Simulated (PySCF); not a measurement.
Radial density of Pt (platinum, neutral)

UHF, [Xe] 4f14 5d8 6s1 6p1, one real determinant (an excited configuration). Computed with PySCF 2.14 in aug-cc-pwCVTZ-PP with ECP60MDF (8s8p7d4f3g, 122 functions), with a scalar-relativistic core potential. This is the valence pseudo-density: the core potential removes the inner electrons and smooths the orbitals near the nucleus.

```csv
r (bohr),4πr²ρ (e/bohr),4πr²(ρα − ρβ)
0.150,0.0001202,0.0000
0.253,0.004633,0.0004
0.425,0.4038,0.0230
0.715,8.991,0.5102
1.20,13.66,1.4957
2.02,3.907,1.2557
3.40,0.8362,0.6411
5.72,0.1334,0.1310
9.63,0.005251,0.0052
```

⟨L²⟩ = 14.07 against 20 for a pure G term, so this real determinant mixes terms. Energies and moments cover only the electrons outside the core potential. Spin-orbit coupling, absent here, splits the open shell strongly.
